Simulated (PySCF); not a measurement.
Ligands exchanged one at a time, B H-CH3. Isolated molecules, 0 K electronic values unless said otherwise. Strings in code marks are SMILES.

These are TPSSh-D3(BJ)/def2-TZVP // CAM-B3LYP-D3(BJ)/def2-TZVP (PySCF) values and carry that method's errors. Excitations are Tamm–Dancoff values on a coarser integration grid. The basis has no diffuse functions, so Rydberg states are missing or too high.

```json
[
 {"species": "0 of 3 H replaced by CH3", "brightest of the four lowest singlets (TDA) (eV)": "–", "S1 oscillator strength": "–", "HOMO (eV)": "-9.29", "S1 excitation (TDA) (eV)": "–", "LUMO (eV)": "-2.30"},
 {"species": "1 of 3 H replaced by CH3", "brightest of the four lowest singlets (TDA) (eV)": "8.87", "S1 oscillator strength": "0.000", "HOMO (eV)": "-8.39", "S1 excitation (TDA) (eV)": "___", "LUMO (eV)": "-1.60"},
 {"species": "2 of 3 H replaced by CH3 (`CBC`)", "brightest of the four lowest singlets (TDA) (eV)": "8.54", "S1 oscillator strength": "0.002", "HOMO (eV)": "-8.00", "S1 excitation (TDA) (eV)": "6.24", "LUMO (eV)": "-1.01"},
 {"species": "3 of 3 H replaced by CH3 (`CB(C)C`)", "brightest of the four lowest singlets (TDA) (eV)": "___", "S1 oscillator strength": "0.001", "HOMO (eV)": "___", "S1 excitation (TDA) (eV)": "___", "LUMO (eV)": "-0.56"}
]
```

Fill in the missing entries.


- 1 of 3 H replaced by CH3, S1 excitation (TDA) (eV): 6.02
- 3 of 3 H replaced by CH3 (`CB(C)C`), brightest of the four lowest singlets (TDA) (eV): 7.92
- 3 of 3 H replaced by CH3 (`CB(C)C`), HOMO (eV): -7.76
- 3 of 3 H replaced by CH3 (`CB(C)C`), S1 excitation (TDA) (eV): 6.50
